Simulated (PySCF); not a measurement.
AuCl, charge +1, doublet, at a GFN2-xTB geometry (such geometries of metal compounds can be far from the true shape) (the multiplicity is a formal guess) (core potentials on Au). Base run: PBE0/def2-SVP in PySCF.

Input for PySCF:
```python
from pyscf import gto, scf, dft

mol = gto.M(
    atom='''
Au   -0.000000   -0.000000   -0.394690
Cl    0.000000    0.000000    1.834149
''',
    basis='def2-svp',
    ecp={'Au': 'def2-svp'},
    charge=1,
    spin=1,
    verbose=3,
)

mf = dft.UKS(mol)
mf.xc = 'pbe0'
mf.kernel()
mf.analyze()
```

The base run was repeated with changes; each row names its change, and settings that it needs were set with it.

```csv
change,basis functions,E (Eh),HOMO (eV)
base,50,-595.25265,-15.59
basis = jorge-DZP-DKH; relativity = spin-free X2C; nucleus = Gaussian (with nucmod='G'; without ecp={'Au': 'def2-svp'}),87,-19442.17557,-14.89
basis = x2c-TZVPall; relativity = spin-free X2C (without ecp={'Au': 'def2-svp'}),118,-19478.62306,-15.04
basis = x2c-TZVPall; relativity = spin-free X2C; nucleus = Gaussian (with nucmod='G'; without ecp={'Au': 'def2-svp'}),118,-19475.43745,-15.04
basis = x2c-SVPall; relativity = spin-free X2C (without ecp={'Au': 'def2-svp'}),84,-19477.39282,-15.14
basis = jorge-DZP-DKH; relativity = spin-free X2C (without ecp={'Au': 'def2-svp'}),87,-19444.96107,-14.89
basis = x2c-SVPall; relativity = spin-free X2C; nucleus = Gaussian (with nucmod='G'; without ecp={'Au': 'def2-svp'}),84,-19474.27787,-15.14
basis = jorge-DZP-DKH; relativity = none (without ecp={'Au': 'def2-svp'}),87,-17840.28136,-14.94
basis = x2c-SVPall; relativity = none (without ecp={'Au': 'def2-svp'}),84,-15997.70726,-15.65
basis = x2c-TZVPall; relativity = none (without ecp={'Au': 'def2-svp'}),118,-17612.64975,-14.98
```

Total energies compare only within one method and basis.

Open shells are given as the SCF converged; they aren't shown to be the lowest states, and a large step between rows can be another state.

Basis sets contracted for a relativistic Hamiltonian are a mismatch without it, so the rows without relativity aren't non-relativistic limits. No row has spin-orbit coupling; sets with core potentials leave out the core electrons.
